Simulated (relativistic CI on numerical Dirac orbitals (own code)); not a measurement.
## Ni3+ in a cubic cluster: L2,3 absorption with charge transfer

Computed with a charge-transfer multiplet model of a cubic metal-ligand cluster with up to 2 ligand holes, Slater and spin-orbit integrals from Dirac-Coulomb-Breit ions, Slater integrals scaled by 0.8. The ground state mixes d7 with configurations of k ligand holes L, whose averages lie at kΔ + k(k − 1)U_dd/2; a core hole lowers each added d electron by U_cd. 300 K, Lorentzian 0.4 eV and Gaussian 0.3 eV FWHM.

Atomic integrals in eV (Slater integrals scaled, ζ unscaled), ground: F2dd 10.578, F4dd 6.603, zeta_d 0.089; with the core hole: F2dd 11.178, F4dd 6.982, zeta_d 0.114, zeta_core 11.406, F2cd 6.704, G1cd 5.115, G3cd 2.909.

Cluster parameters (eV): Δ = 0.3, U_dd = 7.7, 10Dq = 1.2, 10Dq(ligand) = 1.1, V(eg) = 1.3, V(t2g) = -0.7, final-state hopping factor = 0.9.

```
          Case   n_d    d7   d8L  d9L2     S
 U_cd = 8.5 eV  7.51  0.51  0.47  0.02  1.07
 U_cd = 9.1 eV  7.51  0.51  0.47  0.02  1.07
 U_cd = 9.7 eV  7.51  0.51  0.47  0.02  1.07
U_cd = 10.3 eV  7.51  0.51  0.47  0.02  1.07
U_cd = 11.5 eV  7.51  0.51  0.47  0.02  1.07
```

Weights, n_d and S are thermal averages at 300 K. Photon energies count from the first peak over 30 % of the highest in each spectrum, which can be another peak from case to case. The parameters are a model scan and need not match a compound or its usual spin state. Peaks in eV (height, largest 100):
- U_cd = 8.5 eV: -1.9 (26), 0.0 (100), 0.7 (59), 2.3 (22), 4.6 (5), 17.3 (23), 18.1 (20), 18.6 (17)
- U_cd = 9.1 eV: -1.4 (27), 0.0 (100), 2.0 (27), 3.1 (22), 5.1 (7), 17.6 (20), 18.5 (20)
- U_cd = 9.7 eV: -1.1 (30), 0.0 (100), 2.1 (31), 3.2 (23), 5.4 (10), 17.5 (18), 18.5 (20)
- U_cd = 10.3 eV: 0.0 (100), 0.9 (58), 2.2 (34), 3.3 (24), 4.9 (17), 5.8 (13), 17.5 (18), 18.5 (21), 21.9 (5)
- U_cd = 11.5 eV: 0.0 (100), 1.1 (53), 2.3 (29), 3.7 (23), 4.9 (25), 5.9 (32), 7.1 (12), 17.5 (17), 18.6 (20), 19.6 (10), 22.8 (9)

Curve for U_cd = 11.5 eV (points under 2 left out, the grid thinned):

(E (eV), Intensity): (-2.3, 2.2), (-1.8, 3.6), (-1.4, 6.4), (-0.9, 24.1), (-0.4, 61.4), (0.0, 100.0), (0.5, 55.0), (1.0, 50.7), (1.4, 40.5), (1.9, 23.7), (2.4, 29.1), (2.8, 22.0), (3.3, 19.0), (3.8, 22.7), (4.2, 21.2), (4.7, 23.7), (5.2, 21.6), (5.6, 23.3), (6.1, 25.7), (6.6, 9.9), (7.0, 11.4), (7.5, 9.0), (7.9, 6.1), (8.4, 4.7), (8.9, 3.8), (9.3, 3.6), (16.6, 3.0), (17.1, 9.4), (17.5, 16.9), (18.0, 8.8), (18.5, 18.5), (18.9, 15.3), (19.4, 9.7), (19.9, 7.2), (20.3, 3.8), (20.8, 2.6), (21.7, 3.0), (22.1, 4.8), (22.6, 7.9), (23.1, 8.0), (23.5, 4.8), (24.0, 3.5), (24.5, 3.7), (24.9, 3.9), (25.4, 2.1)

For the case U_cd = 9.7 eV, Δ = 0.3 eV is smaller than U_dd = 7.7 eV, the charge-transfer side of the Zaanen-Sawatzky-Allen scheme. With the core hole the configuration with one ligand hole lies at Δ + U_dd − U_cd = -0.5, -1.1, -1.7, -2.3, -3.5 eV from the one without, in the order of the table; where this is negative the screened configuration lies lower, though the effective hopping of about 1.7 eV (from the holes of the mixed ground state) mixes the two strongly wherever it is as large as the gap.
